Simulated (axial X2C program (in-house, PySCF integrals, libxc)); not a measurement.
## Potential curves of ZrC⁺, 2c

Calculated with an axial X2C code built on PySCF integrals. Two-component (2c) means X2C with spin–orbit coupling and atomic mean-field two-electron Coulomb and Gaunt terms. Basis: Zr dyall-cv3z [11s12p9d6f3g], C dyall-v3z [7s6p2d1f] (cores contracted in-house); Gaussian nuclei, density fitting, unrestricted open shells. Masses: Zr 89.905 u, C 12.000 u.

State: Ω = 1/2 (⟨Sz⟩ = 0.50, ⟨Lz⟩ = 0.00 at PBE0). Energies in eV from the lowest point of each curve. Fits are polynomials in 1 − R0/R over 0.85 to 1.23 times the lowest point R0.

```csv
R (Å),PBE0,B3LYP
1.5208,1.3256,1.4466
1.5907,0.5684,0.6539
1.6431,0.2312,0.2889
1.6956,0.0514,0.0805
1.7480,0.0000,0.0000
1.8092,0.0685,0.0342
1.8704,0.2432,0.1749
1.9490,0.5754,0.4674
2.0452,1.0528,0.9252
2.1850,1.7196,1.6125
```

Occupations by symmetry block were frozen at the best pattern of an incomplete PBE0 search. Density functionals use the spin component along the axis (collinear). The determinant is spin-polarised beyond a pure state at some levels (its spin-free form has ⟨S²⟩ too high), which makes Re and μ there less reliable.

Q: What are Re and ωe at the PBE0 level?

A: At PBE0, 2c: Re = 1.746 Å, ωe ≈ 982 cm⁻¹; Be follows as 0.522 cm⁻¹.

Q: Fit the B3LYP curve near its minimum: give the equilibrium distance and the harmonic wavenumber.

A: At B3LYP, 2c: Re = 1.761 Å, ωe ≈ 950 cm⁻¹; Be follows as 0.513 cm⁻¹.
